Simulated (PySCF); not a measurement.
Computed with PySCF 2.14.0 with PBE-D3(BJ)/def2-TZVP // TPSS-D3(BJ)/def2-SVP. Gas-phase values, no solvent. One relaxed conformer stands for a flexible species; it need not be the lowest. 

Reference species: [Zr(Cl)2(NH2)2] (neutral, multiplicity 1).

```
Property                                  Value
-------------------------------------  --------
coordination number                           4
HOMO                                   -6.41 eV
charge on the central atom (Mulliken)    1.35 e
```

Changed species: [Zr(Cl)(NH2)3] (3 of 4 Cl replaced by NH2; the reference has 2 of 4 Cl replaced by NH2).

### Question
Predict the effect on the coordination number, HOMO and charge on the central atom (Mulliken).

### Answer
the coordination number is nearly the same; the HOMO rises by 0.44 eV, to -5.97 eV; the charge on the central atom (Mulliken) increases by 0.06 e, to 1.41 e.
